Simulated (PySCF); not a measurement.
Electrostatic solvation of a mixed set.

Level: B3LYP/def2-SVPD in PySCF, non-relativistic, each on one gas-phase PBE0-D3(BJ)/def2-SVP geometry that isn't relaxed in the solvent. The solvent is an IEF-PCM continuum (Bondi radii, 1.10 Å for H, scaled by 1.2). Only the electrostatic response of the medium enters. Spin–orbit coupling is left out although an atom past zinc is present.

Question: Order them by E(solvent) − E(gas) in dimethylsulfoxide (ε = 46.83), most negative first (kJ/mol).
A. `[CH3:1][O:2][SiH:3]([O:4][CH3:5])[S:6][CH3:7]` with C1–O2–Si3–O4 -59°, O2–Si3–O4–C5 179°, O2–Si3–S6–C7 74°
B. `[CH3:1][S:2][SiH2:3][OH:4]` with C1–S2–Si3–O4 -145°, S2–Si3–O4–H 50°
C. `[SiH3:1][NH:2][c:3]1[cH:4][cH:5][c:6]([Br:7])[cH:8][cH:9]1` with Si1–N2–C3–C4 0°

Answer: B (-21.8), C (-19.4), A (-17.8).

| SMILES | charge | ΔE (kJ/mol) | polarisation term (kJ/mol) | HOMO shift (eV) | dipole gas (D) | dipole solvent (D) | atoms | lowest singlet, gas (eV) | lowest singlet, solvent (eV) |
| --- | --- | --- | --- | --- | --- | --- | --- | --- | --- |
| CS[SiH2]O | 0 | -21.8 | -25.3 | +0.01 | 2.11 | 2.88 | 10 | 5.25 | 5.35 |
| [SiH3]Nc1ccc(Br)cc1 | 0 | -19.4 | -23.1 | +0.07 | 2.99 | 4.14 | 17 | 4.44 | 4.41 |
| CO[SiH](OC)SC | 0 | -17.8 | -20.4 | -0.07 | 0.76 | 1.12 | 17 | 5.56 | 5.66 |

The polarisation term is half the interaction of the solute with the induced surface charges. Singlets are vertical TDDFT energies (frozen core, non-equilibrium response), the lowest in each medium.
